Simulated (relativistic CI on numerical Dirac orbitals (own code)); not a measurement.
Hyperfine structure of Tl44+, mass number 205

Method of calculation: Dirac-Coulomb-Breit CI, orbitals from a KLI potential per configuration, model QED (radiative potential, 1s self-energy scaled to tabulated hydrogen-like ionisation energies), unscaled Slater integrals (own radial code, finite nucleus).

Configurations in the expansion (outside the closed core [Ar] 3d10): 4s2.4p6.4d, 4s2.4p6.4f, 4s2.4p5.4d2, 4s.4p6.4d2, 4s2.4p5.4d.4f, 4s.4p6.4d.4f, 4s2.4p6.5s, 4s2.4p6.5p, 4p6.4d3, 4p5.4d4, 4p5.4d3.4f, 4s.4p6.4f2, 4s.4p5.4f3, 4p6.4f3. Double excitations out of closed p, d and f shells are left out; levels of such configurations are missing from the list, as are those of other unlisted configurations, and high levels can miss mixing partners.

Nuclear spin I = 1/2, μ = 1.632 μN (tables of Stone and Pyykkö). The electronic factors are computed for point nuclear moments, without core polarisation or the Bohr-Weisskopf and QED corrections.

```csv
Level,E (cm⁻¹),A (GHz)
4s2.4p6.4d 2D_3/2,0,133.2
4s2.4p6.4d 2D_5/2,251413,52.58
4s2.4p5.4d2 4D°_1/2,1443647,22.31
4s2.4p5.4d2 4G°_9/2,1690202,136.6
4s2.4p5.4d2 2H°_11/2,1731012,131
```

Levels with J = 0, under 50 % of one LS term, or S terms without an open s electron are left out. Small factors come from cancelling terms and can be off by tens of per cent or more.

At this charge energies of transitions that change n are usually good to better than 1 %, and those within a shell (Δn = 0) to a few per cent.

(1) Give the hyperfine levels of 4s2.4p6.4d 2D_3/2 relative to its centre of gravity.

Answers

(1) With K = F(F + 1) − I(I + 1) − J(J + 1), E = AK/2: F = 1: -166.5, F = 2: 99.93 GHz.

LS names give the leading component of a level, which can be under half, so a name can repeat, a term be missing and a line seem to break the LS rules.
